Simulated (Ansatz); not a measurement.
Two isomers of C6H17NO3Zr: A = `C[O][Zr]([OH])([NH]C(C)(C)C)[O]C`, B = `C[O][Zr]([OH])([O]C(C)C)[N](C)C`.

Computed with Ansatz on PBE0-D4/def2-TZVP structures; ΔE is electronic, products minus reactants. CCSD(T)/CBS is the MP2 limit (def2-TZVPP, def2-QZVPP) plus CCSD(T) − MP2 in def2-TZVPP, frozen cores. Functionals use def2-TZVPP. B3LYP here is the variant with VWN-RPA as its local correlation; programs differ in this. def2 core potentials past Kr. For Zr outer-core shells are correlated without core-valence functions, which leaves a few kJ/mol of doubt a bond. Each species was taken in one conformer, which may not be the lowest.

Question: Which isomer does CCSD(T)/CBS put lower? Give the gap. (Estimate.)

Answer: Computed: A, by 7.7 kcal/mol.

Question: Give E(B) − E(A) in kcal/mol with B3LYP-D4, LDA (SPW92), BLYP-D4, PBE-D4, r2SCAN-D4, CCSD/def2-TZVPP, ωB97M-V. (Best estimate.)

Answer: The calculation gave: B3LYP-D4 5.2, LDA (SPW92) 6.4, BLYP-D4 4.6, PBE-D4 4.9, r2SCAN-D4 6.0, CCSD/def2-TZVPP 7.0, ωB97M-V 7.3. None reverses the order clearly.

Largest T1 diagnostic: 0.015.

In def2-TZVPP, CCSD(T) changes the Hartree–Fock value by +2.6 kcal/mol (the triples alone add +0.2 kcal/mol) and MP2 by +3.4 kcal/mol. Leaving LDA and LC-ωPBE aside and taking each functional with its dispersion term where it has one, the values spread over 2.6 kcal/mol, from BLYP-D4 to ωB97M-V. LDA lies +2.4 kcal/mol from PBE without D4.
